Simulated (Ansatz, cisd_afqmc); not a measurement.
System: C₂H₅N, charge 0, triplet. This triplet is an excited state, 2.9 eV above the singlet at CCSD(T)/cc-pVQZ (Ansatz, a first-principles code). C2H5N (parent SMILES N(C)=C, triplet).
B3LYP-D3(BJ)/def2-TZVP minimum from Ansatz:
```xyz
8

C      1.1606    -0.2608     0.1252
N     -0.0291     0.3937    -0.3480
C     -1.2532     0.0054     0.1108
H      2.0446     0.1717    -0.3416
H      1.2377    -0.1698     1.2168
H      1.1169    -1.3361    -0.0925
H     -1.8835    -0.5599    -0.5722
H     -1.7561     0.6707     0.8093
```
Charge 0, spin multiplicity 3.

Total energies in cc-pVDZ, 18 correlated electrons, 3 frozen orbitals. Radicals and triplets start from unrestricted determinants; spin-orbit coupling is neglected. Correlated methods leave the cores frozen. No relativity. AFQMC is phaseless with a CISD trial state; ± is one standard error, without the phaseless bias. Outlying blocks are dropped, and bars are widened where a walk drifts. Over all cases where full CI ran beside it in this data, AFQMC minus full CI had a median of +0.1 mEh and passed +0.4 mEh in a tenth of the cases. The spin of C2H5N (parent SMILES C=NC, triplet) was assumed, and the state is the lowest solution found for it.

| method | program | energy (Eh) | minus CCSDT(Q) (mEh) |
|---|---|---|---|
| HF | Ansatz | -133.00849 | 457.67 |
| MP2 | Ansatz | -133.40485 | 61.32 |
| CCSD | Ansatz | -133.45211 | 14.06 |
| CCSD(T) | Ansatz | -133.46434 | 1.83 |
| CCSDT(Q) | Ansatz | -133.46617 | 0.00 |
| AFQMC/CISD | cisd_afqmc | -133.4656 ± 0.0004 | 0.6 ± 0.4 |

Rough core times of Ansatz's runs on a shared machine: CCSD(T) under 20 s, CCSDT(Q) 5 min.
